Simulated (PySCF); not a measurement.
C2H7BBrN (SMILES CN(C)BBr), singlet, at a GFN2-xTB geometry. Base run: HF/6-31G in PySCF.

The PySCF input:
```python
from pyscf import gto, scf, solvent

mol = gto.M(
    atom='''
B    -0.254637   -0.121228    0.817826
H    -0.420201   -0.527464    1.903921
Br    0.899370   -1.084190   -0.327930
N    -0.887901    1.027738    0.395920
C    -0.773467    1.638251   -0.913039
C    -1.776272    1.782797    1.254644
H    -1.756661    1.689760   -1.389344
H    -0.383946    2.655879   -0.818727
H    -0.105255    1.065995   -1.551641
H    -1.401859    2.802482    1.381851
H    -2.774590    1.836352    0.811228
H    -1.848516    1.309336    2.230062
''',
    basis='6-31g',
    charge=0,
    spin=0,
    verbose=4,
)

mf = scf.RHF(mol)
mf.kernel()
mf.analyze()
```

Variants of this job, named by their change:

```json
[
 {"change": "base", "ΔE vs base (kcal/mol)": "0.000", "dipole (D)": "3.42", "HOMO-LUMO gap (eV)": "14.47"},
 {"change": "model = C-PCM; solvent = dichloromethane", "ΔE vs base (kcal/mol)": "-2.50", "dipole (D)": "4.17", "HOMO-LUMO gap (eV)": "14.43"},
 {"change": "model = COSMO; solvent = dichloromethane", "ΔE vs base (kcal/mol)": "-2.35", "dipole (D)": "4.12", "HOMO-LUMO gap (eV)": "14.43"},
 {"change": "model = IEF-PCM; solvent = tetrahydrofuran", "ΔE vs base (kcal/mol)": "-2.32", "dipole (D)": "4.12", "HOMO-LUMO gap (eV)": "14.43"},
 {"change": "model = IEF-PCM; solvent = methanol", "ΔE vs base (kcal/mol)": "-2.74", "dipole (D)": "4.24", "HOMO-LUMO gap (eV)": "14.42"},
 {"change": "model = IEF-PCM; solvent = dichloromethane; lebedev_order = 11", "ΔE vs base (kcal/mol)": "-2.35", "dipole (D)": "4.13", "HOMO-LUMO gap (eV)": "14.43"},
 {"change": "model = ddCOSMO; solvent = dichloromethane", "ΔE vs base (kcal/mol)": "-1.95", "dipole (D)": "4.06", "HOMO-LUMO gap (eV)": "14.46"},
 {"change": "model = IEF-PCM; solvent = dichloromethane", "ΔE vs base (kcal/mol)": "-2.41", "dipole (D)": "4.14", "HOMO-LUMO gap (eV)": "14.43"},
 {"change": "model = IEF-PCM; solvent = n-hexane", "ΔE vs base (kcal/mol)": "-1.06", "dipole (D)": "3.74", "HOMO-LUMO gap (eV)": "14.46"},
 {"change": "model = IEF-PCM; solvent = chloroform", "ΔE vs base (kcal/mol)": "-2.04", "dipole (D)": "4.03", "HOMO-LUMO gap (eV)": "14.44"},
 {"change": "model = IEF-PCM; solvent = dichloromethane; vdw_scale = 1.1", "ΔE vs base (kcal/mol)": "-3.04", "dipole (D)": "4.23", "HOMO-LUMO gap (eV)": "14.43"},
 {"change": "model = SS(V)PE; solvent = dichloromethane", "ΔE vs base (kcal/mol)": "-2.37", "dipole (D)": "4.12", "HOMO-LUMO gap (eV)": "14.43"}
]
```

The base is the gas phase, so ΔE is the electrostatic part of solvation at a fixed geometry, without cavity and dispersion terms.
